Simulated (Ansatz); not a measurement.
The lowest singlet and triplet of C2H6Si (SMILES C[Si]C); geometries from B3LYP-D3(BJ)/def2-TZVP, each state relaxed from the structure named, with no frequency check.
Singlet at the triplet's geometry (charge 0, multiplicity 1):
```csv
atom,x (Å),y (Å),z (Å)
C,1.6179,0.0292,0.4169
Si,0.0040,-0.1893,-0.5574
C,-1.6232,0.2237,0.3277
H,2.4727,-0.2406,-0.2038
H,1.7389,1.0688,0.7310
H,1.6223,-0.6125,1.3013
H,-1.7527,-0.4100,1.2085
H,-2.4688,0.0559,-0.3398
H,-1.6361,1.2713,0.6382
```

A positive gap puts the triplet lower; no zero-point energy. R- takes a restricted singlet. U- takes an unrestricted singlet (broken symmetry where lower, unprojected). The triplet is unrestricted in single-reference levels.

Correlated levels freeze the cores.

Run with Ansatz (an electronic-structure program) with Gaussian orbitals. 

One of these levels gives -52.8 kJ/mol for the gap E(singlet) − E(triplet), vertical, at the triplet's geometry. Name it.
(A) R-MP2/cc-pV(D+d)Z
(B) U-PBE0/def2-TZVPP (spin-contaminated)
(C) U-BHLYP/def2-TZVPP (spin-contaminated)
(D) U-HF/cc-pV(T+d)Z (spin-contaminated)

A, R-MP2/cc-pV(D+d)Z. The others give -34.3 (U-HF/cc-pV(T+d)Z (spin-contaminated)), -59.0 (U-PBE0/def2-TZVPP (spin-contaminated)), -73.9 (U-BHLYP/def2-TZVPP (spin-contaminated))

Doubts at one or more of the structures used: a restricted determinant that unrestricted orbitals would lower (R-MP2/cc-pV(D+d)Z).
